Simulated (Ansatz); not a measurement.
`[CH3][GaH][B]1CS1` + NH₃ → `[CH3][GaH][NH2]` + `B1CS1` at 400 K and 1 bar (cleavage of the Ga–B bond).

Calculated with Ansatz (gas phase, PBE0-D4/def2-TZVP geometries, no zero-point term in ΔE). CCSD(T)/CBS is the MP2 limit (def2-TZVPP, def2-QZVPP) plus CCSD(T) − MP2 in def2-TZVPP, frozen cores. This one scheme is used for every species. For Ga outer-core shells are correlated without core-valence functions, which leaves a few kJ/mol of doubt a bond. Scalar relativity is left out up to krypton. Each species was taken in one conformer, which may not be the lowest.

| species | CCSD(T)/CBS energy (Eh) | H − E (kJ/mol) | S (J/(mol·K)) |
| --- | --- | --- | --- |
| `[CH3][GaH][B]1CS1` | -2426.21720 | 231.1 | 427.5 |
| NH₃ | -56.50880 | 104.2 | 203.1 |
| `[CH3][GaH][NH2]` | -2020.32995 | 206.9 | 350.0 |
| `B1CS1` | -462.41225 | 121.8 | 277.8 |

H − E and S are ideal-gas, rigid-rotor, harmonic terms from PBE0-D4/def2-TZVP, for one conformer and one mirror image of each species. 1 Eh = 2625.50 kJ/mol, R = 8.31446 J/(mol·K).

Problem. By hand: ΔE, ΔH, ΔS and ΔG.

Solution. ΔE = (-2020.32995) + (-462.41225) − (-2426.21720) − (-56.50880) = -0.01620 Eh = -42.5 kJ/mol. Δ(H − E) = 206.9 + 121.8 − 231.1 − 104.2 = -6.6, so ΔH = -49.1 kJ/mol. ΔS = 350.0 + 277.8 − 427.5 − 203.1 = -2.8 J/(mol·K). ΔG = -49.1 − 400 × (-2.8)/1000 = -48.0 kJ/mol.

Problem. By hand: the equilibrium constant, and the temperature at which ΔG would vanish if ΔH and ΔS stayed fixed.

Solution. log₁₀ K = −ΔG/(RT ln 10) = 6.3. ΔG = 0 at ΔH/ΔS = 17536 K, far beyond where these terms or the molecules hold.

The number of gas molecules stays the same, so ΔS is small and ΔH decides. A doubt of 5 kJ/mol in ΔE shifts log₁₀ K by 0.7 here. Other conformers and mirror images would add mixing entropy, several J/(mol·K) or more a flexible species. Modes under 60 cm⁻¹, often nearly free rotors, make the harmonic entropy too high. These are equilibria of isolated gas molecules and say nothing of rates. Largest T1 diagnostic: 0.016 (customary marks: 0.02 for closed shells, 0.045 for open ones).
